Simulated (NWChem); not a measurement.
System: C$_{5}$H$_{5}$B; SMILES C#CB(C)C#C

Here is an NWChem input.

```
start job
memory heap 200 mb stack 900 mb global 1100 mb
geometry units angstroms noautosym nocenter noautoz
  B      0.367511     0.014170     0.029459
  C     -0.402168    -1.304551    -0.031017
  C     -0.998681    -2.366956    -0.075283
  H     -1.530087    -3.301334    -0.114296
  C     -0.430307     1.317348     0.047296
  C     -1.049474     2.367476     0.066113
  H     -1.600808     3.290911     0.082579
  C      1.936705     0.031390     0.018704
  H      2.364526     0.924882     0.495077
  H      2.237910     0.067310    -1.046677
  H      2.384068    -0.880066     0.439870
end
basis spherical
  * library sto-3g
end
dft
  xc hfexch
  iterations 150
end
property
  shielding 7 1 2 3 4 8 9 10
end
task dft property
```

Parts of the log:

```
             Northwest Computational Chemistry Package (NWChem) 7.3.0
             --------------------------------------------------------

                             Geometry "geometry" -> ""
                             -------------------------

 Output coordinates in angstroms (scale by  1.889725989 to convert to a.u.)

  No.       Tag          Charge          X              Y              Z
 ---- ---------------- ---------- -------------- -------------- --------------
    1 B                    5.0000     0.36751100     0.01417000     0.02945900
    2 C                    6.0000    -0.40216800    -1.30455100    -0.03101700
    3 C                    6.0000    -0.99868100    -2.36695600    -0.07528300
    4 H                    1.0000    -1.53008700    -3.30133400    -0.11429600
    5 C                    6.0000    -0.43030700     1.31734800     0.04729600
    6 C                    6.0000    -1.04947400     2.36747600     0.06611300
    7 H                    1.0000    -1.60080800     3.29091100     0.08257900
    8 C                    6.0000     1.93670500     0.03139000     0.01870400
    9 H                    1.0000     2.36452600     0.92488200     0.49507700
   10 H                    1.0000     2.23791000     0.06731000    -1.04667700
   11 H                    1.0000     2.38406800    -0.88006600     0.43987000

 Effective nuclear repulsion energy (a.u.)     157.6122959065

  xc_inp: hfexch multiplicative factor not found.
                              NWChem Property Module
                              ----------------------

  itol2e modified to match energy
  convergence criterion.

                                 NWChem DFT Module
                                 -----------------

 Summary of "ao basis" -> "ao basis" (spherical)
 ------------------------------------------------------------------------------
       Tag                 Description            Shells   Functions and Types
 ---------------- ------------------------------  ------  ---------------------
 B                           sto-3g                  3        5   2s1p
 C                           sto-3g                  3        5   2s1p
 H                           sto-3g                  1        1   1s

  itol2e modified to match energy
  convergence criterion.

            General Information
            -------------------
          SCF calculation type: DFT
          Wavefunction type:  closed shell.
          No. of atoms     :    11
          No. of electrons :    40
           Alpha electrons :    20
            Beta electrons :    20
          Charge           :     0
          Spin multiplicity:     1
          Use of symmetry is: off; symmetry adaption is: off
          Maximum number of iterations: 150
          AO basis - number of functions:    35
                     number of shells:    23
          Convergence on energy requested:  1.00D-07
          Convergence on density requested:  1.00D-05
          Convergence on gradient requested:  5.00D-04

              XC Information
              --------------
                     Hartree-Fock (Exact) Exchange  1.000

      Superposition of Atomic Density Guess
      -------------------------------------

 Sum of atomic energies:        -212.38190049

      Non-variational initial energy
      ------------------------------

 Total energy =    -213.843927
 1-e energy   =    -602.509106
 2-e energy   =     231.052883
 HOMO         =      -0.146972
 LUMO         =       0.139082

   convergence    iter        energy       DeltaE   RMS-Dens  Diis-err
 ---------------- ----- ----------------- --------- --------- ---------
 d= 0,ls=0.0,diis     1   -214.1010527969 -3.72D+02  2.04D-02  2.51D-01
 d= 0,ls=0.0,diis     2   -214.1547429362 -5.37D-02  5.93D-03  1.97D-02
 d= 0,ls=0.0,diis     3   -214.1584866513 -3.74D-03  2.00D-03  5.14D-03
 d= 0,ls=0.0,diis     4   -214.1592464368 -7.60D-04  6.48D-04  7.21D-04
 d= 0,ls=0.0,diis     5   -214.1593778609 -1.31D-04  5.76D-04  5.25D-05
  Resetting Diis
 d= 0,ls=0.0,diis     6   -214.1594222031 -4.43D-05  2.53D-04  7.67D-06
 d= 0,ls=0.0,diis     7   -214.1594297937 -7.59D-06  4.71D-05  1.32D-06
 d= 0,ls=0.0,diis     8   -214.1594304040 -6.10D-07  3.03D-05  5.05D-07
 d= 0,ls=0.0,diis     9   -214.1594306645 -2.61D-07  4.30D-05  3.34D-07
 d= 0,ls=0.0,diis    10   -214.1594308821 -2.18D-07  1.45D-05  3.53D-08
 d= 0,ls=0.0,diis    11   -214.1594309076 -2.55D-08  7.22D-06  5.19D-09

         Total DFT energy =     -214.159430907599
      One electron energy =     -602.464063762102
           Coulomb energy =      262.315705276789
    Exchange-Corr. energy =      -31.623368328823
 Nuclear repulsion energy =      157.612295906538

 Numeric. integr. density =        0.000000000000

                       DFT Final Molecular Orbital Analysis
                       ------------------------------------

 Vector   18  Occ=2.000000D+00  E=-3.275691D-01
              MO Center= -4.6D-01,  5.8D-03,  5.7D-03, r^2= 4.8D+00
   Bfn.  Coefficient  Atom+Function         Bfn.  Coefficient  Atom+Function
  ----- ------------  ---------------      ----- ------------  ---------------
     8      0.376269   2 C  px               19      0.373671   5 C  px
    13      0.370613   3 C  px               24      0.365349   6 C  px
    25      0.247212   6 C  py               30      0.246021   8 C  px
    14     -0.240346   3 C  py                3     -0.135523   1 B  px
    20      0.123395   5 C  py                9     -0.116352   2 C  py

 Vector   19  Occ=2.000000D+00  E=-3.240371D-01
              MO Center= -7.7D-01,  3.1D-03, -3.2D-03, r^2= 4.6D+00
   Bfn.  Coefficient  Atom+Function         Bfn.  Coefficient  Atom+Function
  ----- ------------  ---------------      ----- ------------  ---------------
    13      0.418955   3 C  px               24     -0.414391   6 C  px
     8      0.311189   2 C  px               19     -0.305524   5 C  px
    20     -0.267180   5 C  py                9     -0.264150   2 C  py
    25     -0.216823   6 C  py               14     -0.211524   3 C  py
     7     -0.077541   2 C  s                18      0.077538   5 C  s

 Vector   20  Occ=2.000000D+00  E=-3.235900D-01
              MO Center= -7.1D-01,  3.4D-03,  6.1D-03, r^2= 4.4D+00
   Bfn.  Coefficient  Atom+Function         Bfn.  Coefficient  Atom+Function
  ----- ------------  ---------------      ----- ------------  ---------------
    10      0.447030   2 C  pz               21     -0.445121   5 C  pz
    15      0.428223   3 C  pz               26     -0.426699   6 C  pz
    13     -0.059433   3 C  px               24      0.058867   6 C  px
     8     -0.047688   2 C  px               19      0.046983   5 C  px
    20      0.046146   5 C  py               25      0.039285   6 C  py

 Vector   21  Occ=0.000000D+00  E= 1.794543D-01
              MO Center= -9.0D-02,  1.0D-02,  3.3D-03, r^2= 3.5D+00
   Bfn.  Coefficient  Atom+Function         Bfn.  Coefficient  Atom+Function
  ----- ------------  ---------------      ----- ------------  ---------------
     5      0.759707   1 B  pz               15     -0.442289   3 C  pz
    26     -0.442144   6 C  pz               34      0.190859  10 H  s
    10      0.127111   2 C  pz               21      0.127160   5 C  pz
    33     -0.090491   9 H  s                35     -0.090249  11 H  s
    32     -0.027058   8 C  pz

 Vector   22  Occ=0.000000D+00  E= 3.561557D-01
              MO Center= -4.9D-01,  5.6D-03,  1.0D-02, r^2= 4.6D+00
   Bfn.  Coefficient  Atom+Function         Bfn.  Coefficient  Atom+Function
  ----- ------------  ---------------      ----- ------------  ---------------
     8      0.503316   2 C  px               13     -0.497294   3 C  px
    19      0.498989   5 C  px               24     -0.491639   6 C  px
    25     -0.268563   6 C  py               14      0.258956   3 C  py
    29     -0.252757   8 C  s                30      0.241427   8 C  px
     3      0.237245   1 B  px               20      0.206396   5 C  py

 Vector   23  Occ=0.000000D+00  E= 4.020413D-01
              MO Center= -7.2D-01,  2.1D-03,  4.2D-02, r^2= 4.1D+00
   Bfn.  Coefficient  Atom+Function         Bfn.  Coefficient  Atom+Function
  ----- ------------  ---------------      ----- ------------  ---------------
    13     -0.446931   3 C  px                8      0.440241   2 C  px
    24      0.440785   6 C  px               19     -0.432352   5 C  px
    20     -0.376579   5 C  py                9     -0.357831   2 C  py
    25      0.295772   6 C  py               14      0.276717   3 C  py
     7     -0.241538   2 C  s                18      0.241548   5 C  s

     Multipole analysis of the density
     ---------------------------------

     L   x y z        total         alpha         beta         nuclear
     -   - - -        -----         -----         ----         -------
     0   0 0 0     -0.000000    -20.000000    -20.000000     40.000000

     1   1 0 0     -0.054938     -0.055450     -0.055450      0.055962
     1   0 1 0      0.000531     -0.416226     -0.416226      0.832982
     1   0 0 1     -0.035891     -0.167920     -0.167920      0.299949

[...]

          -----------------------------------------
          Chemical Shielding Tensors (GIAO, in ppm)
          -----------------------------------------

                                NWChem CPHF Module
                                ------------------

  scftype          =     RHF
  nclosed          =       20
  nopen            =        0
  variables        =      300
  # of vectors     =        3
  tolerance        = 0.10D-03
  level shift      = 0.00D+00
  max iterations   =       50
  max subspace     =       30

 SCF residual:    3.6431691300427317E-006

Iterative solution of linear equations
  No. of variables      300
  No. of equations        3
  Maximum subspace       30
        Iterations       50
       Convergence  1.0D-04

   iter   nsub   residual    time
   ----  ------  --------  ---------
     1      3    1.43D+00       5.2
     2      6    2.52D-01       5.5
     3      9    1.05D-01       5.7
     4     12    6.53D-02       5.9
     5     15    1.55D-02       6.1
     6     18    2.90D-03       6.4
     7     21    2.65D-04       6.6
     8     24    7.65D-05       6.8

      Atom:    1  B
        Diamagnetic
    199.5534     -0.0106     -0.0444
     -0.0106    200.7036      0.5271
     -0.0444      0.5271    183.0548

        Paramagnetic
   -133.2351      0.5810     -2.6676
      0.5810   -179.4829     -4.5789
     -2.6676     -4.5789    -27.3040

        Total Shielding Tensor
     66.3183      0.5705     -2.7119
      0.5705     21.2206     -4.0517
     -2.7119     -4.0517    155.7508

           isotropic =      81.0966
          anisotropy =     112.2887

          Principal Components and Axis System
                 1           2           3
              155.9557     66.2406     21.0934

      1        -0.0304      0.9995     -0.0108
      2        -0.0302      0.0099      0.9995
      3         0.9991      0.0307      0.0299

      Atom:    2  C
        Diamagnetic
    261.2859     12.5228      0.5588
     12.5228    276.6347      0.9549
      0.5588      0.9549    251.6651

        Paramagnetic
    -99.5919     88.6131      3.6395
     88.6131      8.6328      5.9897
      3.6395      5.9897   -151.4337

        Total Shielding Tensor
    161.6939    101.1359      4.1983
    101.1359    285.2676      6.9446
      4.1983      6.9446    100.2314

           isotropic =     182.3976
          anisotropy =     239.8066

          Principal Components and Axis System
                 1           2           3
              342.2687    104.9785     99.9457

      1         0.4890      0.8701     -0.0622
      2         0.8717     -0.4901     -0.0035
      3         0.0335      0.0525      0.9981

      Atom:    3  C
        Diamagnetic
    261.6056      9.7370      0.3467
      9.7370    273.5221      0.6590
      0.3467      0.6590    257.6673

        Paramagnetic
   -145.2753     10.6741      0.4747
     10.6741   -135.5631      1.8593
      0.4747      1.8593   -138.7706

        Total Shielding Tensor
    116.3303     20.4112      0.8215
     20.4112    137.9590      2.5183
      0.8215      2.5183    118.8967

           isotropic =     124.3953
          anisotropy =      39.0893

          Principal Components and Axis System
                 1           2           3
              150.4549    118.7095    104.0216

      1         0.5131     -0.0766      0.8549
      2         0.8545     -0.0490     -0.5172
      3         0.0815      0.9959      0.0403

      Atom:    4  H
        Diamagnetic
     28.8556      6.9584      0.2779
      6.9584     37.2439      0.4923
      0.2779      0.4923     25.1529

        Paramagnetic
     -1.5087     -4.1948     -0.1097
     -4.1948     -6.9193     -0.2049
     -0.1097     -0.2049      0.2680

        Total Shielding Tensor
     27.3469      2.7636      0.1683
      2.7636     30.3246      0.2874
      0.1683      0.2874     25.4209

           isotropic =      27.6975
          anisotropy =       6.4414

          Principal Components and Axis System
                 1           2           3
               31.9917     25.6967     25.4040

      1         0.5120      0.8588     -0.0176
      2         0.8575     -0.5122     -0.0484
      3         0.0506     -0.0097      0.9987

      Atom:    5  C
        Diamagnetic
    253.8783      0.1253     -0.0358
      0.1253    242.3361      0.0576
     -0.0358      0.0576    240.3932

        Paramagnetic
    -20.6790     -0.0304      2.8315
     -0.0304    -26.3909     -0.7926
      2.8315     -0.7926      1.1869

        Total Shielding Tensor
    233.1993      0.0949      2.7957
      0.0949    215.9452     -0.7350
      2.7957     -0.7350    241.5802

           isotropic =     230.2416
          anisotropy =      18.3043

          Principal Components and Axis System
                 1           2           3
              242.4444    232.3579    215.9224

      1         0.2891      0.9572     -0.0103
      2        -0.0255      0.0185      0.9995
      3         0.9570     -0.2887      0.0298

      Atom:    6  H
        Diamagnetic
     31.8062      4.9665      3.2221
      4.9665     33.2517      4.7267
      3.2221      4.7267     26.4521

        Paramagnetic
     -0.0787     -2.0669     -0.7163
     -2.0669      1.0753     -1.0537
     -0.7163     -1.0537      2.8463

        Total Shielding Tensor
     31.7275      2.8997      2.5058
      2.8997     34.3270      3.6730
      2.5058      3.6730     29.2984

           isotropic =      31.7843
          anisotropy =       9.8946

          Principal Components and Axis System
                 1           2           3
               38.3807     29.8527     27.1195

      1         0.4928      0.8278     -0.2682
      2         0.7509     -0.5603     -0.3496
      3         0.4396      0.0291      0.8977

      Atom:    7  H
        Diamagnetic
     30.1530      0.2310     -5.6865
      0.2310     24.8036     -0.4100
     -5.6865     -0.4100     36.1513

        Paramagnetic
      0.2337     -0.0890      1.4006
     -0.0890      4.4427      0.0855
      1.4006      0.0855      2.1583

        Total Shielding Tensor
     30.3867      0.1421     -4.2858
      0.1421     29.2463     -0.3245
     -4.2858     -0.3245     38.3096

           isotropic =      32.6475
          anisotropy =      11.3225

          Principal Components and Axis System
                 1           2           3
               40.1958     29.2348     28.5119

      1        -0.4006     -0.0129      0.9162
      2        -0.0323      0.9995     -0.0001
      3         0.9157      0.0297      0.4008
```

Level: Hartree-Fock/STO-3G, GIAO. STO-3G and 3-21G are far too small for this property and stand as cheap habits. Structure relaxed at the PBE0/def2-SVP level. The output numbers the shielded atoms by their place in the input's list. The printed shielding anisotropy is the first printed principal value minus the mean of the other two.
